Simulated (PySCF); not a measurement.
Species: C4H12O2Si.
Cartesian coordinates in Å at the GFN2-xTB level; atoms count from 1:
```
atom  x, y, z in Å
C1     2.5539    0.6655   -0.4809
O2     1.5401   -0.2563   -0.7695
Si3    0.0488   -0.3340   -0.1313
C4    -0.8317   -1.6502   -1.1743
C5     0.0425   -0.8148    1.7187
O6    -0.5679    1.1722   -0.3285
C7    -1.8379    1.6546   -0.0006
H8     2.9942    0.4537    0.4967
H9     2.1641    1.6846   -0.4813
H10    3.3205    0.5680   -1.2504
H11   -0.9138   -1.3412   -2.2114
H12   -1.8354   -1.8313   -0.8022
H13   -0.3003   -2.5945   -1.1537
H14    0.6015   -1.7295    1.8919
H15    0.4931   -0.0373    2.3315
H16   -0.9645   -0.9782    2.0920
H17   -2.6196    1.0427   -0.4564
H18   -1.9833    1.6609    1.0825
H19   -1.9142    2.6744   -0.3802
```

Computed with PBE0/pcSseg-1 in PySCF (dipole) on a GFN2-xTB geometry, gas phase.

Masses are those of the commonest isotopes; rigid-rotor values at the optimised geometry. The values belong to one conformer with, in the numbering `[CH3:1][O:2][Si:3]([CH3:4])([CH3:5])[O:6][CH3:7]`, C1–O2–Si3–C4 172°, O2–Si3–O6–C7 178°.

Task: Give the principal moments of inertia and the rotational constants in MHz.

Result: Ia = 217.30, Ib = 304.52, Ic = 350.94 u·Å²; 505379 MHz·u·Å²/I gives A = 2326, B = 1660, C = 1440 MHz.

Task: Classify the top.

Result: An asymmetric top; Ray's κ = -0.504.

Task: Is it planar, by Δ = Ic − Ia − Ib?

Result: Not planar: Δ = Ic − Ia − Ib = -170.87 u·Å². For a rigid frame Δ = −2 Σ m c², so Σ m c² = 85.44 u·Å² lies off the ab plane: 24.90 from hydrogen and 60.53 from heavier atoms. The atom farthest from that plane is 2.52 Å away.

Task: Give the other two planar moments, Paa and Pbb, and the rms extents of the mass along the axes.

Result: Paa = Σ m a² = (Ib + Ic − Ia)/2 = 219.08 and Pbb = Σ m b² = (Ia + Ic − Ib)/2 = 131.86 u·Å². With the mass M = 120.06 u, the rms extents √(P/M) along a, b and c are 1.35, 1.05, 0.84 Å.

Task: List the rotational levels J(Ka,Kc) to J = 2 (cm⁻¹).

Result: Above 0(0,0):
J = 1: 1(0,1) 0.1034, 1(1,1) 0.1256, 1(1,0) 0.1329
J = 2: 2(0,2) 0.3087, 2(1,2) 0.3251, 2(1,1) 0.3470, 2(2,1) 0.4137, 2(2,0) 0.4152

Task: Predict some low-J microwave lines.

Result: The dipole components are |μa| = 1.09 D, |μb| = 0.32 D, |μc| = 1.08 D. The squared components, which scale the intensities, stand as 1.00 : 0.09 : 0.97 (a : b : c). Some lines, for components of 0.1 D or more:

```tsv
type	branch	J(Ka,Kc)	MHz	lower level (cm⁻¹)
b	Q	2(1,1) ← 2(0,2)	1151	0.309
a	Q	4(1,3) ← 4(1,4)	2154	1.020
b	Q	4(1,3) ← 4(0,4)	2320	1.014
b	Q	2(2,1) ← 2(1,2)	2657	0.325
a	R	1(0,1) ← 0(0,0)	3100	0.000
b	Q	4(3,1) ← 4(2,2)	3469	1.156
b	Q	3(3,0) ← 3(2,1)	3694	0.731
b	Q	3(3,1) ← 3(2,2)	3906	0.724
c	Q	4(4,1) ← 4(3,1)	5323	1.272
b	R	2(2,1) ← 1(1,0)	8417	0.133
a	R	3(1,3) ← 2(1,2)	8943	0.325
a	R	3(2,2) ← 2(2,1)	9299	0.414
a	R	3(2,1) ← 2(2,0)	9471	0.415
a	R	3(1,2) ← 2(1,1)	9596	0.347
c	R	3(1,2) ← 2(0,2)	10747	0.309
b	R	4(1,3) ← 3(2,2)	11024	0.724
c	R	3(2,1) ← 2(1,1)	11515	0.347
b	R	4(0,4) ← 3(1,3)	11717	0.623
c	R	3(2,2) ← 2(1,2)	11956	0.325
a	R	4(0,4) ← 3(0,3)	12025	0.613
b	R	3(2,1) ← 2(1,2)	12174	0.325
a	R	4(2,3) ← 3(2,2)	12363	0.724
a	R	4(3,2) ← 3(3,1)	12475	0.854
b	R	4(2,3) ← 3(1,2)	14064	0.667
c	R	4(2,2) ← 3(1,2)	14655	0.667
c	R	4(3,1) ← 3(2,1)	16205	0.731
b	R	4(4,1) ← 3(3,0)	17834	0.854
c	R	4(4,0) ← 3(3,0)	17834	0.854
```

Task: Estimate the classical rotational partition function at 10 K, 100 K and 298.15 K.

Result: Point group C1, symmetry number σ = 1; q = (√π/σ)·√((kT/h)³/(ABC)), k/h = 20836.6 MHz/K: 2260 at 10 K, 71500 at 100 K, 368000 at 298.15 K.

GFN2-xTB frequencies: not computed here. Constants of a rigid frame at the computed geometry: no zero-point averaging, no centrifugal distortion. A rigid rotor knows nothing of internal rotation, which can split or shift real lines.
